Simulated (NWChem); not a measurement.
The numbers come from NWChem runs, not from measurements. System: selenophene (C4H4Se), charge 0, spin multiplicity 1, at a geometry optimised with PBE0/def2-SVP. Level: RHF/def2-TZVP.

Input file:

```
start mol
memory heap 200 mb stack 900 mb global 1100 mb
geometry units angstroms nocenter noautoz
  C     -0.714480     0.000000     1.672871
  C      0.714480     0.000000     1.672871
  C      1.283666     0.000000     0.431084
  Se     0.000000     0.000000    -0.906058
  C     -1.283666     0.000000     0.431084
  H     -1.307728     0.000000     2.590033
  H      1.307728     0.000000     2.590033
  H      2.346111     0.000000     0.189222
  H     -2.346111     0.000000     0.189222
  symmetry group C2v
end
basis spherical
  * library def2-tzvp
end
scf
  rhf
  nopen 0
  maxiter 100
  thresh 1e-7
  semidirect memsize 60000000 filesize 0
end
task scf energy
```

NWChem printed:

```
             Northwest Computational Chemistry Package (NWChem) 7.3.0
             --------------------------------------------------------

                                NWChem Input Module
                                -------------------

 Scaling coordinates for geometry "geometry" by  1.889725989
 (inverse scale =  0.529177249)

 Turning off AUTOSYM since
 SYMMETRY directive was detected!

                             Geometry "geometry" -> ""
                             -------------------------

 Output coordinates in angstroms (scale by  1.889725989 to convert to a.u.)

  No.       Tag          Charge          X              Y              Z
 ---- ---------------- ---------- -------------- -------------- --------------
    1 C                    6.0000    -0.71448000     0.00000000     1.67287100
    2 C                    6.0000     0.71448000     0.00000000     1.67287100
    3 C                    6.0000     1.28366600     0.00000000     0.43108400
    4 Se                  34.0000     0.00000000     0.00000000    -0.90605800
    5 C                    6.0000    -1.28366600     0.00000000     0.43108400
    6 H                    1.0000    -1.30772800     0.00000000     2.59003300
    7 H                    1.0000     1.30772800     0.00000000     2.59003300
    8 H                    1.0000     2.34611100     0.00000000     0.18922200
    9 H                    1.0000    -2.34611100     0.00000000     0.18922200

 Effective nuclear repulsion energy (a.u.)     312.3154252040

            Nuclear Dipole moment (a.u.)
            ----------------------------
        X                 Y               Z
 ---------------- ---------------- ----------------
     0.0000000000     0.0000000000    -0.0000037795

      Symmetry information
      --------------------

 Group name             C2v
 Group number             16
 Group order               4
 No. of unique centers     5

      Symmetry unique atoms

     1    3    4    6    8


 Summary of "ao basis" -> "" (spherical)
 ------------------------------------------------------------------------------
       Tag                 Description            Shells   Functions and Types
 ---------------- ------------------------------  ------  ---------------------
 *                         def2-tzvp                  on all atoms

 Summary of "ao basis" -> "ao basis" (spherical)
 ------------------------------------------------------------------------------
       Tag                 Description            Shells   Functions and Types
 ---------------- ------------------------------  ------  ---------------------
 C                         def2-tzvp                11       31   5s3p2d1f
 Se                        def2-tzvp                16       48   6s5p4d1f
 H                         def2-tzvp                 4        6   3s1p

                                 NWChem SCF Module
                                 -----------------

  ao basis        = "ao basis"
  functions       =   196
  atoms           =     9
  closed shells   =    31
  open shells     =     0
  charge          =   0.00
  wavefunction    = RHF
  use symmetry    = T
  symmetry adapt  = T

 Summary of "ao basis" -> "ao basis" (spherical)
 ------------------------------------------------------------------------------
       Tag                 Description            Shells   Functions and Types
 ---------------- ------------------------------  ------  ---------------------
 C                         def2-tzvp                11       31   5s3p2d1f
[...]
    3  -54.2504
    4  -54.2497
    5  -54.2496
    6  -11.2623
    7  -11.2622
    8  -11.2409
    9  -11.2399
   10   -8.9152
   11   -6.6493
   12   -6.6465
   13   -6.6441
   14   -2.6388
   15   -2.6374
   16   -2.6341
   17   -2.6302
   18   -2.6300
   19   -1.1436
   20   -0.9786
   21   -0.9501
   22   -0.7626
   23   -0.7336
   24   -0.6870
   25   -0.5743
   26   -0.5512
   27   -0.5028
   28   -0.4956
   29   -0.4502
   30   -0.3298
   31   -0.3278
   32    0.1042
   33    0.1327
   34    0.1600
   35    0.1884
   36    0.1890
   37    0.1929
   38    0.1943
   39    0.2186
   40    0.2505
   41    0.3037

                       ROHF Final Molecular Orbital Analysis
                       -------------------------------------

 Vector   29  Occ=2.000000D+00  E=-4.502087D-01  Symmetry=a1
              MO Center= -6.1D-12, -9.1D-15, -5.0D-01, r^2= 3.1D+00
   Bfn.  Coefficient  Atom+Function         Bfn.  Coefficient  Atom+Function
  ----- ------------  ---------------      ----- ------------  ---------------
   111      0.409395  4 Se pz               105     -0.266830  4 Se pz
   108      0.224677  4 Se pz               114      0.224839  4 Se pz
    99     -0.208698  4 Se s                 98     -0.192432  4 Se s

 Vector   30  Occ=2.000000D+00  E=-3.297805D-01  Symmetry=b2
              MO Center= -2.4D-14, -6.8D-13, -3.1D-02, r^2= 3.3D+00
   Bfn.  Coefficient  Atom+Function         Bfn.  Coefficient  Atom+Function
  ----- ------------  ---------------      ----- ------------  ---------------
   110      0.437723  4 Se py               113      0.308672  4 Se py
   104     -0.267912  4 Se py               107      0.231941  4 Se py
     7     -0.161805  1 C  py                38     -0.161805  2 C  py
    10     -0.158976  1 C  py                41     -0.158976  2 C  py

 Vector   31  Occ=2.000000D+00  E=-3.278457D-01  Symmetry=a2
              MO Center=  2.4D-14, -1.8D-13,  7.7D-01, r^2= 2.9D+00
   Bfn.  Coefficient  Atom+Function         Bfn.  Coefficient  Atom+Function
  ----- ------------  ---------------      ----- ------------  ---------------
    72      0.240277  3 C  py               151     -0.240277  5 C  py
    69      0.234613  3 C  py               148     -0.234613  5 C  py
    75      0.178174  3 C  py               154     -0.178174  5 C  py
     7     -0.150635  1 C  py                10     -0.150400  1 C  py
    38      0.150635  2 C  py                41      0.150400  2 C  py

 Vector   32  Occ=0.000000D+00  E= 1.041926D-01  Symmetry=b2
              MO Center= -2.5D-14,  6.9D-14,  5.2D-01, r^2= 4.4D+00
   Bfn.  Coefficient  Atom+Function         Bfn.  Coefficient  Atom+Function
  ----- ------------  ---------------      ----- ------------  ---------------
    75      0.593931  3 C  py               154      0.593931  5 C  py
   113     -0.550345  4 Se py                13     -0.359000  1 C  py
    44     -0.359000  2 C  py                69      0.214738  3 C  py
   148      0.214738  5 C  py                72      0.197379  3 C  py
   151      0.197379  5 C  py               110     -0.160382  4 Se py

 Vector   33  Occ=0.000000D+00  E= 1.326904D-01  Symmetry=b1
              MO Center= -2.4D-13,  6.2D-14, -1.0D+00, r^2= 5.7D+00
   Bfn.  Coefficient  Atom+Function         Bfn.  Coefficient  Atom+Function
  ----- ------------  ---------------      ----- ------------  ---------------
    67      2.798545  3 C  s                146     -2.798545  5 C  s
   112     -1.905581  4 Se px                 5      1.565578  1 C  s
    36     -1.565578  2 C  s                187     -1.088649  8 H  s
   193      1.088649  9 H  s                 14     -0.829313  1 C  pz
    45      0.829313  2 C  pz                76     -0.532321  3 C  pz

 Vector   34  Occ=0.000000D+00  E= 1.599633D-01  Symmetry=a1
              MO Center=  1.3D-14,  7.2D-16,  1.7D+00, r^2= 1.1D+01
   Bfn.  Coefficient  Atom+Function         Bfn.  Coefficient  Atom+Function
  ----- ------------  ---------------      ----- ------------  ---------------
   175      1.862661  6 H  s                181      1.862661  7 H  s
     5     -1.533968  1 C  s                 36     -1.533968  2 C  s
   187      1.492005  8 H  s                193      1.492005  9 H  s
    74     -0.702715  3 C  px               153      0.702715  5 C  px
   114     -0.673628  4 Se pz                99     -0.644034  4 Se s

 center of mass
 --------------
 x =   0.00000000 y =   0.00000000 z =  -0.22234663

 moments of inertia (a.u.)
 ------------------
         529.203297436902           0.000000000000           0.000000000000
           0.000000000000         766.109152187389           0.000000000000
           0.000000000000           0.000000000000         236.905854750487

  Mulliken analysis of the total density
  --------------------------------------

    Atom       Charge   Shell Charges
 -----------   ------   -------------------------------------------------------
    1 C    6     6.18   0.85  1.12  0.50  0.56  0.12  1.24  1.34  0.34  0.02  0.08  0.01
    2 C    6     6.18   0.85  1.12  0.50  0.56  0.12  1.24  1.34  0.34  0.02  0.08  0.01
    3 C    6     6.22   0.85  1.12  0.49  0.64  0.05  1.19  1.39  0.37  0.02  0.08  0.01
    4 Se  34    33.78   2.00  2.00  1.16  0.78  0.97  0.80  6.00  5.93  0.97  2.18  0.81  8.97  1.05  0.04  0.08  0.02
    5 C    6     6.22   0.85  1.12  0.49  0.64  0.05  1.19  1.39  0.37  0.02  0.08  0.01
    6 H    1     0.87   0.26  0.49  0.09  0.02
    7 H    1     0.87   0.26  0.49  0.09  0.02
    8 H    1     0.84   0.26  0.49  0.07  0.02
    9 H    1     0.84   0.26  0.49  0.07  0.02

       Multipole analysis of the density wrt the origin
       ------------------------------------------------

     L   x y z        total         open         nuclear
     -   - - -        -----         ----         -------
     0   0 0 0      0.000000      0.000000     62.000000

     1   1 0 0      0.000000      0.000000      0.000000
     1   0 1 0      0.000000      0.000000      0.000000
     1   0 0 1      0.277085      0.000000     -0.000004

     2   2 0 0    -27.200957      0.000000    144.014380
     2   1 1 0      0.000000      0.000000      0.000000
     2   1 0 1      0.000000      0.000000      0.000000
     2   0 2 0    -34.879665      0.000000      0.000000
     2   0 1 1      0.000000      0.000000      0.000000
     2   0 0 2    -29.399521      0.000000    275.729442

 Task  times  cpu:       41.9s     wall:       41.9s

 Total times  cpu:       41.9s     wall:       41.9s
```
